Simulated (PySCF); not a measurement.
From one molecule to another.

First species: BGeH₈NSi.
SMILES: `[BH2][GeH2][NH][SiH3]`

Second species: BGeH8NSi.
InChI=1S/BGeH8NSi/c1-3(2)4/h1H2,2,4H3

Levels: CAM-B3LYP/def2-SVPD for dipole moment, HOMO energy, LUMO energy, HOMO–LUMO gap, static isotropic polarisability and electronic spatial extent ⟨r²⟩ about the centre of nuclear charge; TDDFT CAM-B3LYP/def2-SVPD for lowest singlet excitation; TDA CAM-B3LYP/def2-SVPD for lowest triplet excitation (Tamm–Dancoff); ΔSCF CAM-B3LYP/def2-SVPD for vertical ionisation energy; PBE0-D3(BJ)/def2-SVP for rotational constant A and rotational constant C. Geometries: PBE0-D3(BJ)/def2-SVP. All species are isolated and taken at one optimised geometry, non-relativistic unless stated; the electronic structure was computed with PySCF and density fitting.

The conformers computed, where there is a choice (atom-mapped SMILES and torsion angles):
- `[BH2:1][GeH2:2][NH:3][SiH3:4]`: B1–Ge2–N3–Si4 -160°

Values for the first species:

```
Dipole moment                                                     : 1.46 D
HOMO energy                                                       : -8.44 eV
LUMO energy                                                       : -1.41 eV
HOMO–LUMO gap                                                     : 7.03 eV
Lowest singlet excitation                                         : 3.92 eV
Lowest triplet excitation (Tamm–Dancoff)                          : 3.25 eV
Static isotropic polarisability                                   : 82.4 au
Vertical ionisation energy                                        : 9.11 eV
Electronic spatial extent ⟨r²⟩ about the centre of nuclear charge : 855 bohr²
Rotational constant A                                             : 11.490 GHz
Rotational constant C                                             : 1.401 GHz
```

**Question.** Estimate the same properties for the second species, and the change in each.

**Answer.** 
| property | first | second | second less first |
| --- | --- | --- | --- |
| dipole moment | 1.46 D | 1.29 D | -0.17 D |
| HOMO energy | -8.44 eV | -9.65 eV | -1.21 eV |
| LUMO energy | -1.41 eV | 0.80 eV | +2.21 eV |
| HOMO–LUMO gap | 7.03 eV | 10.45 eV | +3.42 eV |
| lowest singlet excitation | 3.92 eV | 6.48 eV | +2.56 eV |
| lowest triplet excitation (Tamm–Dancoff) | 3.25 eV | 5.90 eV | +2.65 eV |
| static isotropic polarisability | 82.4 au | 79.9 au | -2.5 au |
| vertical ionisation energy | 9.11 eV | 10.28 eV | +1.17 eV |
| electronic spatial extent ⟨r²⟩ about the centre of nuclear charge | 855 bohr² | 763 bohr² | -92 bohr² |
| rotational constant A | 11.490 GHz | 6.062 GHz | -5.428 GHz |
| rotational constant C | 1.401 GHz | 1.570 GHz | +0.169 GHz |

On the first: S1 lies 3.11 eV below the HOMO–LUMO gap; its leading configuration is HOMO→LUMO, weight 0.60, beside HOMO−1→LUMO, weight 0.38. The ΔSCF ionisation energy exceeds −ε(HOMO) by 0.67 eV with CAM-B3LYP. The calculation is non-relativistic and has no spin–orbit coupling, an omission that weighs most on germanium.

On the second: S1 lies 3.97 eV below the HOMO–LUMO gap. The ΔSCF ionisation energy exceeds −ε(HOMO) by 0.63 eV with CAM-B3LYP. The calculation is non-relativistic and has no spin–orbit coupling, an omission that weighs most on germanium.
